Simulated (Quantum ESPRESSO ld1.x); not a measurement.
The mercury ion Hg10+, 70 electrons, occupied as [Xe] 4f14 5d2. Method: Dirac Kohn-Sham, PBE, spin-unpolarised, spherical densities, point nucleus; open shells are shared between the two j in proportion to 2j + 1; computed with ld1.x of Quantum ESPRESSO 7.5. Some entries of the table are withheld. Estimate them.

orbital  occ.  eigenvalue (eV)  <r^2> (bohr^2)
1s1/2       2         -83224.9       0.0003806
2s1/2       2         -14883.4             (1)
2p1/2       2         -14284.3        0.004053
2p3/2       4         -12336.2        0.005239
3s1/2       2         -3664.47         0.03722
3p1/2       2         -3395.36         0.03391
3p3/2       4         -2963.66         0.04029
3d3/2       4         -2519.54         0.03084
3d5/2       6         -2427.03         0.03258
4s1/2       2         -940.598          0.1797
4p1/2       2         -825.251          0.1829
4p3/2       4         -720.837          0.2149
4d3/2       4         -532.614          0.2252
4d5/2       6         -513.110          0.2364
5s1/2       2         -283.876          0.8491
4f5/2       6         -270.514          0.2687
4f7/2       8         -266.254          0.2757
5p1/2       2         -243.929          0.9520
5p3/2       4         -222.819           1.103
5d3/2     0.8         -163.512             (2)
5d5/2     1.2         -160.299             (3)

Answer. 
(1) 2s1/2 <r^2> (bohr^2): 0.005736
(2) 5d3/2 <r^2> (bohr^2): 1.459
(3) 5d5/2 <r^2> (bohr^2): 1.517
